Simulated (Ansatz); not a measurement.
Reaction (hydrogenolysis of a Ge–N bond): `C=[N][GeH2][CH3]` + H₂ → `[CH3][GeH3]` + `C=N`

Program: Ansatz. Geometries: PBE0-D4/def2-TZVP. ΔE: electronic, gas phase. CCSD(T)/CBS adds triple-zeta CCSD(T) − MP2 to the extrapolated MP2 energy (def2 sets, frozen cores). This one scheme is used for every species. DFT in def2-TZVPP. B3LYP here is the variant with VWN-RPA as its local correlation; programs differ in this. For Ge outer-core shells are correlated without core-valence functions, which leaves a few kJ/mol of doubt a bond. Scalar relativity is left out up to krypton. One conformer a species, not always the lowest.

| level | ΔE (kJ/mol) |
| --- | --- |
| ωB97X-V | -18.2 |
| PBE | -21.1 |
| B3LYP | -25.0 |
| SCS-MP2/def2-TZVPP | -11.4 |
| CCSD(T)/def2-TZVPP | -15.6 |
| HF/def2-QZVPP | -33.9 |
| MP2/def2-QZVPP | -5.6 |
| HF/CBS(def2) | -33.9 |

Task: What does CCSD(T)/CBS give? (Best estimate.)

Result: The calculation gave: -14.8 kJ/mol. The listed levels differ from it by -3.4, -6.3, -10.2, 3.4, -0.8, -19.1, 9.2, -19.1 kJ/mol.

Largest T1 diagnostic among the species: 0.012.

The D4 term adds +9.7 kJ/mol with B3LYP and +5.4 kJ/mol with PBE0; it sums over pairs of atoms, weighted by their polarisabilities, and B3LYP, whose exchange is more repulsive, gets the larger term. From PBE to PBE0 (25 % exact exchange), in def2-TZVPP and without D4, ΔE moves by −3.8 kJ/mol. In def2-TZVPP, CCSD(T) changes the Hartree–Fock value by +18.1 kJ/mol (the triples alone add +5.0 kJ/mol) and MP2 by +27.6 kJ/mol.
